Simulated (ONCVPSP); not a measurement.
## LDA (Perdew-Wang 92) ONCV dataset for Pt, scalar-relativistic all-electron reference.

Input for ONCVPSP 4.0.1:

```
# ATOM AND REFERENCE CONFIGURATION
# atsym  z   nc   nv     iexc    psfile
  Pt 78.00    9    5  -001012      upf
#
#   n    l    f
    1    0    2.00
    2    0    2.00
    2    1    6.00
    3    0    2.00
    3    1    6.00
    3    2   10.00
    4    0    2.00
    4    1    6.00
    4    2   10.00
    4    3   14.00
    5    0    2.00
    5    1    6.00
    5    2    9.00
    6    0    1.00
#
# PSEUDOPOTENTIAL AND OPTIMIZATION
# lmax
    3
#
#   l,   rc,      ep,       ncon, nbas, qcut
    0    1.50    0.00    4    8    7.50
    1    1.40    0.00    4    9   10.20
    2    1.35    0.00    4    8    7.20
    3    0.60    0.00    4    9   27.70
#
# LOCAL POTENTIAL
# lloc, lpopt,  rc(5),   dvloc0
    4    5    0.50    2.00
#
# VANDERBILT-KLEINMAN-BYLANDER PROJECTORs
# l, nproj, debl
    0    2    2.30
    1    2    3.80
    2    1    1.30
    3    2    1.60
#
# MODEL CORE CHARGE
# icmod, fcfact, rcfact
    0    0.00    0.00
#
# LOG DERIVATIVE ANALYSIS
# epsh1, epsh2, depsh
   -5.00    5.00    0.04
#
# OUTPUT GRID
# rlmax, drl
    6.00    0.01
#
# TEST CONFIGURATIONS
# ncnf
    4
# nvcnf
#   n    l    f
    5
    4    3   14.00
    5    0    2.00
    5    1    6.00
    5    2    9.00
    6    0    0.00
#
    5
    4    3   14.00
    5    0    2.00
    5    1    6.00
    5    2    8.00
    6    0    0.00
#
    5
    4    3   14.00
    5    0    2.00
    5    1    6.00
    5    2    7.00
    6    0    0.00
#
    6
    4    3   14.00
    5    0    2.00
    5    1    6.00
    5    2    8.00
    6    0    1.00
    6    1    1.00
#
```

Command:

```bash
oncvpsp.x < Pt.dat > Pt.out
```

Output (shortened: citation, most of the input echo, consistency checks and plot data are left out):

```
ONCVPSP  (Optimized Norm-Conservinng Vanderbilt PSeudopotential)
scalar-relativistic version 4.0.1

#   n    l    f        energy (Ha)
    1    0    2.00    -2.8802521E+03
    2    0    2.00    -5.0603005E+02
    2    1    6.00    -4.3867820E+02
    3    0    2.00    -1.1884975E+02
    3    1    6.00    -9.9241054E+01
    3    2   10.00    -7.7952971E+01
    4    0    2.00    -2.5514891E+01
    4    1    6.00    -1.9082906E+01
    4    2   10.00    -1.1273897E+01
    4    3   14.00    -2.5909448E+00
    5    0    2.00    -3.7558498E+00
    5    1    6.00    -2.0684758E+00
    5    2    9.00    -2.3429091E-01
    6    0    1.00    -2.1908751E-01

Reference configufation results
  iterations    27
  all-electron total energy (Ha)   -1.84032374D+04

Begin loop to  construct optimized pseudo wave functions
and semi-local pseudopoentials for all angular momenta

Calculating optimized projector #   1

 for l=   0

    Fraction of norm inside rc  0.946834
    Optimizing pswf for qcut=   7.50 a_B^-1,  ecut=  28.11 Ha
    Residual kinetic energy error=  5.13D-05 Ha

    Energy error per electron        Cutoff
         Ha          eV             Ha
         0.01000     0.27211       18.16
         0.00100     0.02721       22.87
         0.00010     0.00272       26.92
         0.00001     0.00027       72.10

Calculating optimized projector #   2

 for l=   0

    Fraction of norm inside rc  0.055106
    Optimizing pswf for qcut=   7.50 a_B^-1,  ecut=  28.11 Ha
    Residual kinetic energy error=  4.06D-05 Ha

    Energy error per electron        Cutoff
         Ha          eV             Ha
         0.01000     0.27211       14.85
         0.00100     0.02721       21.59
         0.00010     0.00272       26.33
         0.00001     0.00027       44.46

   Wellstate for l =  1  n =  7
     eigenvalue =   1.7315
     asymptotic potential =   2.2315
     half-point radius =  3.4711

Calculating optimized projector #   1

 for l=   1

    Fraction of norm inside rc  0.806862
    Optimizing pswf for qcut=  10.21 a_B^-1,  ecut=  52.13 Ha
    Residual kinetic energy error=  7.77D-07 Ha

    Energy error per electron        Cutoff
         Ha          eV             Ha
         0.01000     0.27211       27.63
         0.00100     0.02721       36.14
         0.00010     0.00272       42.28
         0.00001     0.00027       47.06

Calculating optimized projector #   2

 for l=   1

    Fraction of norm inside rc  0.053058
    Optimizing pswf for qcut=  10.21 a_B^-1,  ecut=  52.13 Ha
    Residual kinetic energy error=  9.98D-07 Ha

    Energy error per electron        Cutoff
         Ha          eV             Ha
         0.01000     0.27211       22.64
         0.00100     0.02721       33.97
         0.00010     0.00272       41.56
         0.00001     0.00027       47.14

Calculating optimized projector #   1

 for l=   2

    Fraction of norm inside rc  0.378175
    Optimizing pswf for qcut=   7.19 a_B^-1,  ecut=  25.85 Ha
    Residual kinetic energy error=  4.29D-05 Ha

    Energy error per electron        Cutoff
         Ha          eV             Ha
         0.01000     0.27211       14.68
         0.00100     0.02721       18.86
         0.00010     0.00272       22.78
         0.00001     0.00027      100.90

WARNING wellstate: negative energy specified for n= 5 l=  3
WARNING scattering state with energy  0.25000000
WARNING will be used for the first projector

   Wellstate for l =  3  n =  5
     eigenvalue =   0.2500
     asymptotic potential =   0.7500
     half-point radius = 12.5542

Calculating optimized projector #   1

 for l=   3

    Fraction of norm inside rc  0.707046
    Optimizing pswf for qcut=  27.71 a_B^-1,  ecut= 383.79 Ha
    Residual kinetic energy error=  3.86D-05 Ha

    Energy error per electron        Cutoff
         Ha          eV             Ha
         0.01000     0.27211      302.15
         0.00100     0.02721      339.10
         0.00010     0.00272      368.71
         0.00001     0.00027      756.15

Calculating optimized projector #   2

 for l=   3

    Fraction of norm inside rc  0.000066
    Optimizing pswf for qcut=  27.71 a_B^-1,  ecut= 383.79 Ha
    Residual kinetic energy error=  7.26D-09 Ha

    Energy error per electron        Cutoff
         Ha          eV             Ha
         0.01000     0.27211        1.04
         0.00100     0.02721      113.80
         0.00010     0.00272      201.48
         0.00001     0.00027      266.82

Construct Vanderbilt / Kleinmman-Bylander projectors

B matrix Hermiticity error, ll=   0
   1   2    5.8867E-04

  Orthonormal projector coefficients  4.5979E+01  2.6542E+00

B matrix Hermiticity error, ll=   1
   1   2   -6.2684E-04

  Orthonormal projector coefficients  3.2372E+01  2.2706E+00

B matrix Hermiticity error, ll=   3
   1   2    4.5346E-05

  Orthonormal projector coefficients -4.5596E+01 -1.2839E+01

Pseudoatom total energy -527.932829

Diagnostic tests using Vanderbilt-Kleinman-Bylander pseudopotentials
  1 or more projectors used as specified by nproj input data

   l    rcore       rmatch      e in        delta e   norm test  slope test

   0   1.5028013   1.5484296  -3.7558498   0.0000036   1.0002646   1.0002518
   0   1.5028013   1.5484296  -0.2190875   0.0000069   1.0000589   1.0000484

   1   1.4070961   1.4498186  -2.0684758  -0.0000084   1.0002076   1.0002289
   1   1.4070961   1.4498186   1.7315242   0.0000749   1.0005479   1.0005479

   2   1.3574876   1.3987039  -0.2342909   0.0000084   1.0000078   1.0000253

   3   0.6017422   0.6200124  -2.5909448   0.0001436   1.0007916   1.0006350
   3   0.6017422   0.6200124   0.2500000  -0.0004036   1.0013418   1.0013418

 Testing for bound ghosts
   n   l    E NL Schr. Eq   E Basis Diag.   E Cutoff

       0                      -46.102981    117.16  WARNING - GHOST(-)
   1   0       -3.755846       -3.755810    117.16
   2   0       -0.219081       -0.146971    117.16

       1                      -20.845458    199.95  WARNING - GHOST(-)
   2   1       -2.068484       -2.068446    199.95

       2                       -4.600663    139.54  WARNING - GHOST(-)
   3   2       -0.234283       -0.217552    139.54

   4   3       -2.590801       -2.580838   1362.76

 Testing for highly-localized positive-energy ghosts
       l    <radius>/rc     E Basis Diag.   E Cutoff

       0        0.701346        6.341410    117.16  WARNING - GHOST(+)

Test configuration 0

   n   l     f        eae           eps        diff
   1   0  2.0000-2880.25205183
   2   0  2.0000 -506.03004782
   2   1  6.0000 -438.67820375
   3   0  2.0000 -118.84974509
   3   1  6.0000  -99.24105443
   3   2 10.0000  -77.95297061
   4   0  2.0000  -25.51489100
   4   1  6.0000  -19.08290584
   4   2 10.0000  -11.27389747
   4   3 14.0000   -2.59094482   -2.59080125    1.44D-04
   5   0  2.0000   -3.75584978   -3.75584622    3.56D-06
   5   1  6.0000   -2.06847579   -2.06848421   -8.41D-06
   5   2  9.0000   -0.23429091   -0.23428253    8.38D-06
   6   0  1.0000   -0.21908751   -0.21908061    6.91D-06

    Total energies and differences
      AE_ref= -1.84032374D+04  AE_tst= -1.84032374D+04  dif=  0.00D+00
      PS_ref= -5.27932829D+02  PS_tst= -5.27932829D+02  dif= -4.55D-13
      PSP excitation error=  4.55D-13

Test configuration 1

   n   l     f        eae           eps        diff
   1   0  2.0000-2880.55721376
   2   0  2.0000 -506.33242516
   2   1  6.0000 -438.98065521
   3   0  2.0000 -119.15286410
   3   1  6.0000  -99.54417528
   3   2 10.0000  -78.25581593
   4   0  2.0000  -25.81842067
   4   1  6.0000  -19.38643600
   4   2 10.0000  -11.57735517
   4   3 14.0000   -2.89450704   -2.89846728   -3.96D-03
   5   0  2.0000   -4.06076041   -4.06167832   -9.18D-04
   5   1  6.0000   -2.37492282   -2.37514635   -2.24D-04
   5   2  9.0000   -0.53628814   -0.53626487    2.33D-05

    Total energies and differences
      AE_ref= -1.84032374D+04  AE_tst= -1.84028869D+04  dif=  3.50D-01
      PS_ref= -5.27932829D+02  PS_tst= -5.27582192D+02  dif=  3.51D-01
      PSP excitation error= -1.63D-04

Test configuration 2

   n   l     f        eae           eps        diff
   1   0  2.0000-2881.02954710
   2   0  2.0000 -506.80609368
   2   1  6.0000 -439.45428084
   3   0  2.0000 -119.62541356
   3   1  6.0000 -100.01672073
   3   2 10.0000  -78.72861633
   4   0  2.0000  -26.29049736
   4   1  6.0000  -19.85848765
   4   2 10.0000  -12.04940143
   4   3 14.0000   -3.36611719   -3.36894657   -2.83D-03
   5   0  2.0000   -4.52765628   -4.52848062   -8.24D-04
   5   1  6.0000   -2.83555918   -2.83580608   -2.47D-04
   5   2  8.0000   -0.96190439   -0.96190515   -7.54D-07

    Total energies and differences
      AE_ref= -1.84032374D+04  AE_tst= -1.84021424D+04  dif=  1.09D+00
      PS_ref= -5.27932829D+02  PS_tst= -5.26837581D+02  dif=  1.10D+00
      PSP excitation error= -2.50D-04

Test configuration 3

   n   l     f        eae           eps        diff
   1   0  2.0000-2881.56578658
   2   0  2.0000 -507.34411878
   2   1  6.0000 -439.99229309
   3   0  2.0000 -120.16082620
   3   1  6.0000 -100.55212940
   3   2 10.0000  -79.26453412
   4   0  2.0000  -26.82449534
   4   1  6.0000  -20.39237114
   4   2 10.0000  -12.58318435
   4   3 14.0000   -3.89896654   -3.89940426   -4.38D-04
   5   0  2.0000   -5.05131142   -5.05204680   -7.35D-04
   5   1  6.0000   -3.34975286   -3.35001329   -2.60D-04
   5   2  7.0000   -1.43557597   -1.43559732   -2.14D-05

    Total energies and differences
      AE_ref= -1.84032374D+04  AE_tst= -1.84009475D+04  dif=  2.29D+00
      PS_ref= -5.27932829D+02  PS_tst= -5.25642424D+02  dif=  2.29D+00
      PSP excitation error= -5.22D-04

Test configuration 4

   n   l     f        eae           eps        diff
   1   0  2.0000-2880.42612296
   2   0  2.0000 -506.20704698
   2   1  6.0000 -438.85505039
   3   0  2.0000 -119.02597511
   3   1  6.0000  -99.41727065
   3   2 10.0000  -78.12949584
   4   0  2.0000  -25.69083496
   4   1  6.0000  -19.25885330
   4   2 10.0000  -11.44991243
   4   3 14.0000   -2.76667844   -2.76446556    2.21D-03
   5   0  2.0000   -3.92808572   -3.92764078    4.45D-04
   5   1  6.0000   -2.23530189   -2.23525250    4.94D-05
   5   2  8.0000   -0.37241331   -0.37244381   -3.05D-05
   6   0  1.0000   -0.29996057   -0.29990973    5.08D-05
   6   1  1.0000   -0.08413286   -0.08413009    2.76D-06

    Total energies and differences
      AE_ref= -1.84032374D+04  AE_tst= -1.84029948D+04  dif=  2.43D-01
      PS_ref= -5.27932829D+02  PS_tst= -5.27690313D+02  dif=  2.43D-01
      PSP excitation error=  5.67D-05
```

Note: ghosts flagged at negative energy: s at -1254.5 eV, p at -567.2 eV, d at -125.2 eV; GHOST(+) flagged for s at 172.6 eV. A true bound ghost makes a file unfit for plane-wave use.

The run took about 6.1 s on one core of a shared server CPU.
